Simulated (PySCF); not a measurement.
CH3BO, SMILES [BH3-]C#[O+]. Geometry optimised at B3LYP-D3(BJ)/def2-TZVP.

Method: B3LYP-D3(BJ)/def2-TZVP run with PySCF 2.14.0.

Harmonic wavenumbers (cm⁻¹): 305, 305, 758, 824, 824, 1094, 1113, 1113, 2213, 2457, 2525, 2525. Rotational constants (GHz): 122.8, 8.845, 8.845; symmetry number 3.

### Question
Work out the zero-point energy and the ideal-gas rigid-rotor harmonic-oscillator thermochemistry at 298.15 K and 1 atm.

### Answer
ZPE = ½ Σ hcν = ½ × 16055 cm⁻¹ = 22.95 kcal/mol. H − E(el) = 26.04 kcal/mol. Entropy in cal/(mol K): translation 37.12, rotation 18.86, vibration 3.59, total 59.57. G − E(el) = 8.28 kcal/mol. Cp = 14.06 cal/(mol K).
